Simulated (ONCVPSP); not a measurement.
u(r) = r·R(r): atom against pseudo-atom (Cr (Z = 24))

Columns: radius, all-electron u(r) and pseudo u(r) of the 3d shell (level -2.91 eV) of chromium in the configuration [Ne] 3s2 3p6 3d5 4s1; PBE, scalar-relativistic, ONCV scheme, ONCVPSP 4.0.1.

```csv
r (bohr),all-electron,pseudo
0.098,0.0432,0.0045
0.195,0.1836,0.0334
0.292,0.3575,0.1034
0.390,0.5168,0.2194
0.488,0.6401,0.3706
0.585,0.7247,0.5342
0.682,0.7753,0.6870
0.780,0.7983,0.8087
0.878,0.8005,0.8839
0.975,0.7884,0.9099
1.072,0.7670,0.8947
1.170,0.7397,0.8504
1.268,0.7090,0.7913
1.365,0.6772,0.7303
1.463,0.6448,0.6739
1.560,0.6131,0.6264
1.658,0.5820,0.5866
1.755,0.5524,0.5535
1.852,0.5242,0.5243
1.950,0.4972,0.4971
2.047,0.4718,0.4718
2.145,0.4476,0.4476
2.242,0.4250,0.4250
2.340,0.4035,0.4035
2.438,0.3833,0.3833
2.535,0.3643,0.3643
```

Task: How many radial nodes do the two functions have?

Result: The all-electron 3d function has n − l − 1 = 0; the pseudo-wave has 0.

Task: At about which radius was the pseudo-wave matched?

Result: 1.95 bohr. The columns agree to 0.0005 from 1.85 bohr on; several derivatives are matched, so the curves merge somewhat inside the radius.

Task: Where does each function peak?

Result: Outermost all-electron maximum near 0.88 bohr, pseudo maximum near 0.97 bohr (to the table’s step).

Task: Is the pseudo-wave norm-conserving?

Result: Yes: the ONCV scheme keeps the norm inside the radius equal to the all-electron one, which fixes the energy derivative of the logarithmic derivative at the level.
